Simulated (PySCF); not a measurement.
Computed IR spectrum (relative IR intensity) of a molecule C3H5FSi. Geometry optimised at B3LYP-D3(BJ)/def2-SVP. One conformer was computed; it need not be the lowest. All values below come from PySCF 2.14.0 with B3LYP-D3(BJ)/def2-SVP. Frequencies are harmonic and unscaled.

Lines under 2 % of the strongest are left out, and lines within 2 cm⁻¹ are merged.

ν (cm⁻¹): 421 (w), 558 (w), 627 (w), 662 (vw), 762 (w), 772 (w), 875 (w), 929 (vs), 946 (w), 957 (m), 1034 (m), 1162 (m), 1253 (w), 1423 (s), 2218 (m), 2221 (m), 2248 (m) (against the strongest line: vs over 80 %, s over 45 %, m over 15 %, w over 4 %, vw less)…

### Question
Identify the compound among the candidates.
(A) C#C[SiH2]CF
(B) FC=C=C[SiH3]
(C) CC#C[SiH2]F
(D) FC1=C[SiH2]C1

### Answer
B, FC=C=C[SiH3]
